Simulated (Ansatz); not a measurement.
Ansatz results at the PBE0-D4/def2-TZVP geometry: LUMO energy (PBE/def2-TZVPP) -0.52 eV; LUMO energy (B3LYP/def2-TZVPP) 0.08 eV; HOMO–LUMO gap (B3LYP/def2-TZVPP) 6.45 eV.

Each molecule was computed in one conformer, which needn't be the lowest.

**Question.** Which molecule gave them?
A. `N[SiH2][SiH](F)Br`
B. `C[BH][Ga]([NH2])[OH]`
C. `N[SiH]1NC[SiH2]1`
D. `C#CCCF`

**Answer.** C. The others give `C[BH][Ga]([NH2])[OH]`: -2.78, -2.03, 4.78; `N[SiH2][SiH](F)Br`: -1.58, -0.93, 6.40; `C#CCCF`: -0.17, 0.49, 8.14.

B3LYP here is the variant with VWN-RPA as its local correlation; programs differ in this.
